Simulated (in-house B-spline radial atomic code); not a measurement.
Ionisation energies along the 27-electron series, configuration 1s2 2s2 2p6 3s2 3p6 3d3/2(4) 3d5/2(5), as differences of self-consistent energies. Dirac energy differences include first-order Breit, QED and recoil terms. NIST's values go from ground level to ground level; the uncertainty of those that are theory runs from under 0.1 % in few-electron ions to several per cent in heavy many-electron ones. Computed with a B-spline radial code for spherical atoms: Dirac-Hartree-Fock, jj configuration that fills j = l - 1/2 first, finite nuclei.

A number in brackets counts the electrons of a j subshell.

```
  ion     configuration after  ionisation energy (eV)  IE/(q+1)² (eV)  -ε less Coulomb ΔSCF (eV)  Breit and QED recoil part (eV)  tabulated value (eV)    tabulated kind  computed minus tabulated (eV)
Ce31+  [Ar] 3d3/2(4) 3d5/2(4)                  1998.6          1.9517                     3.5757                        -0.84779                  1994  tabulated theory                              5
Pr32+  [Ar] 3d3/2(4) 3d5/2(4)                  2112.1          1.9395                     3.5762                        -0.92888                  2108  tabulated theory                              4
Nd33+  [Ar] 3d3/2(4) 3d5/2(4)                  2228.7          1.9279                     3.5766                         -1.0146                  2224  tabulated theory                              5
Pm34+  [Ar] 3d3/2(4) 3d5/2(4)                       ?               ?                          ?                               ?                     ?  tabulated theory                              ?
Sm35+  [Ar] 3d3/2(4) 3d5/2(4)                  2471.0          1.9066                     3.5772                         -1.2005                  2466  tabulated theory                              5
Eu36+  [Ar] 3d3/2(4) 3d5/2(4)                  2596.6          1.8967                     3.5774                         -1.3009                  2591  tabulated theory                              6
Gd37+  [Ar] 3d3/2(4) 3d5/2(4)                  2725.3          1.8873                     3.5776                         -1.4065                  2720  tabulated theory                              5
Tb38+  [Ar] 3d3/2(4) 3d5/2(4)                  2857.1          1.8784                     3.5777                         -1.5173                  2852  tabulated theory                              5
Dy39+  [Ar] 3d3/2(4) 3d5/2(4)                  2991.8          1.8699                     3.5777                         -1.6336                  2987  tabulated theory                              5
Ho40+  [Ar] 3d3/2(4) 3d5/2(4)                  3129.6          1.8618                     3.5777                         -1.7553                  3125  tabulated theory                              5
Er41+  [Ar] 3d3/2(4) 3d5/2(4)                  3270.4           1.854                     3.5777                         -1.8828                  3265  tabulated theory                              5
Tm42+  [Ar] 3d3/2(4) 3d5/2(4)                  3414.3          1.8466                     3.5775                         -2.0159                  3409  tabulated theory                              5
Yb43+  [Ar] 3d3/2(4) 3d5/2(4)                  3561.2          1.8395                     3.5774                         -2.1549                  3555  tabulated theory                              6
Lu44+  [Ar] 3d3/2(4) 3d5/2(4)                       ?               ?                          ?                               ?                     ?  tabulated theory                              ?
Hf45+  [Ar] 3d3/2(4) 3d5/2(4)                  3864.1          1.8261                     3.5768                         -2.4511                  3858  tabulated theory                              6
Ta46+  [Ar] 3d3/2(4) 3d5/2(4)                  4020.1          1.8199                     3.5765                         -2.6086                  4014  tabulated theory                              6
 W47+  [Ar] 3d3/2(4) 3d5/2(4)                  4179.1          1.8138                     3.5761                         -2.7724                  4180    semi-empirical                             -1
Re48+  [Ar] 3d3/2(4) 3d5/2(4)                  4341.1          1.8081                     3.5756                         -2.9427                  4335  tabulated theory                              6
Os49+  [Ar] 3d3/2(4) 3d5/2(4)                  4506.2          1.8025                      3.575                         -3.1196                  4501  tabulated theory                              5
Ir50+  [Ar] 3d3/2(4) 3d5/2(4)                  4674.4          1.7972                     3.5744                         -3.3033                  4668  tabulated theory                              6
Pt51+  [Ar] 3d3/2(4) 3d5/2(4)                  4845.6           1.792                     3.5738                         -3.4939                  4839  tabulated theory                              7
Au52+  [Ar] 3d3/2(4) 3d5/2(4)                  5019.8           1.787                      3.573                         -3.6915                  5013  tabulated theory                              7
Hg53+  [Ar] 3d3/2(4) 3d5/2(4)                       ?               ?                          ?                               ?                     ?  tabulated theory                              ?
Tl54+  [Ar] 3d3/2(4) 3d5/2(4)                  5377.4          1.7776                     3.5713                         -4.1081                  5371  tabulated theory                              6
```

Question: Fill in the row of Pm34+.

Answer: ionisation energy (eV): 2348.3; IE/(q+1)² (eV): 1.917; -ε less Coulomb ΔSCF (eV): 3.5769; Breit and QED recoil part (eV): -1.1051; tabulated value (eV): 2344; computed minus tabulated (eV): 4.

Question: Fill in the row of Lu44+.

Answer: ionisation energy (eV): 3711.1; IE/(q+1)² (eV): 1.8326; -ε less Coulomb ΔSCF (eV): 3.5771; Breit and QED recoil part (eV): -2.3; tabulated value (eV): 3706; computed minus tabulated (eV): 5.

Question: Fill in the row of Hg53+.

Answer: ionisation energy (eV): 5197.1; IE/(q+1)² (eV): 1.7823; -ε less Coulomb ΔSCF (eV): 3.5722; Breit and QED recoil part (eV): -3.8961; tabulated value (eV): 5191; computed minus tabulated (eV): 6.
